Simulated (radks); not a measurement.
Q: The mean radii <r> (bohr) of the occupied orbitals of an atom or ion are listed with their occupations. Method: Dirac Kohn-Sham, PBE, spin-unpolarised, spherical densities, point nucleus; computed with a radial shooting solver on a logarithmic mesh with Libxc functionals.

| orbital | occ. | <r> |
|---|---|---|
| 1s1/2 | 2 | 0.03343 |
| 2s1/2 | 2 | 0.1453 |
| 2p1/2 | 2 | 0.1236 |
| 2p3/2 | 4 | 0.1284 |
| 3s1/2 | 2 | 0.4024 |
| 3p1/2 | 2 | 0.3956 |
| 3p3/2 | 4 | 0.4063 |
| 3d3/2 | 4 | 0.3821 |
| 3d5/2 | 6 | 0.3856 |
| 4s1/2 | 2 | 1.019 |
| 4p1/2 | 2 | 1.108 |
| 4p3/2 | 4 | 1.139 |
| 4d3/2 | 4 | 1.688 |
| 4d5/2 | 3 | 1.717 |
| 5s1/2 | 1 | 3.393 |

Name the element and its charge. Open shells, if any, fill j = l - 1/2 first.

A: Z = 44, ruthenium, charge 0: Ru in [Kr] 4d7 5s1. The 1s radius gives Z: for a bare nucleus <r> = (2 gamma + 1)/(2Z) with gamma = sqrt(1 - (Z/c)^2), 0.03289 bohr for Z = 44, and screening makes it slightly larger (0.03343 here). The occupations add up to 44, and the charge is Z minus that.
